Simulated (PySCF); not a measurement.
A structure optimised at PBE-D3(BJ)/def2-SVP, used in a PySCF frequency run:

```xyz
13

C      1.9098     0.6803     0.0287
O      1.0551    -0.4593     0.0693
C     -0.2661    -0.1643    -0.1257
F     -0.5322     0.2524    -1.4174
C     -1.1040     0.4542     0.9547
C     -1.2860    -1.0162     0.5391
H      1.6378     1.4215     0.8146
H      2.9389     0.3186     0.2107
H      1.8678     1.1815    -0.9618
H     -1.8856     1.1683     0.6533
H     -0.6260     0.6561     1.9260
H     -0.9236    -1.7967     1.2250
H     -2.1825    -1.2702    -0.0463
```

Question: Write its SMILES and formula.

Answer: COC1(F)CC1, C4H7FO

Question: What are its rotational constants (standard atomic weights)?

Answer: 5.6881, 3.1120, 2.6117 GHz
